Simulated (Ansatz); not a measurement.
```yaml
crystal:
  periodic: [false, false, false]
  atoms:
    - {symbol: B, position_ang: [-0.434650, 1.470672, 1.918383]}
    - {symbol: Si, position_ang: [0.100742, 0.559037, 0.215998]}
    - {symbol: C, position_ang: [1.492875, -0.667432, 0.495494]}
    - {symbol: O, position_ang: [-1.219292, -0.173688, -0.457576]}
    - {symbol: C, position_ang: [-1.187061, -0.773659, -1.728048]}
    - {symbol: H, position_ang: [0.389952, 2.068789, 2.549334]}
    - {symbol: H, position_ang: [-1.549564, 1.459931, 2.349231]}
    - {symbol: H, position_ang: [0.607429, 1.598066, -0.743053]}
    - {symbol: H, position_ang: [1.797256, -1.136066, -0.443760]}
    - {symbol: H, position_ang: [1.196559, -1.457640, 1.189285]}
    - {symbol: H, position_ang: [2.365713, -0.157560, 0.911959]}
    - {symbol: H, position_ang: [-2.206403, -1.046879, -2.008302]}
    - {symbol: H, position_ang: [-0.574971, -1.683561, -1.730847]}
    - {symbol: H, position_ang: [-0.791585, -0.089109, -2.489300]}
basis:
  gaussian: {orbitals: LANL2DZ, fitting: {mean_field: cc-pVTZ-jkfit}}
hamiltonian: {xc: {name: HF}}
correlation: {method: ccsd_t, electrons: all}
```

```sh
$ ansatz run in.yaml --threads 4 --pin off --events-out ev --progress --plain --max-ram 10444MiB
```

Problem. How does Ansatz answer? (Best estimate.)

Solution. Ansatz gave: The input was rejected before any iteration.
```
Error: <dir> can't be read: No such file or directory (os error 2)
```
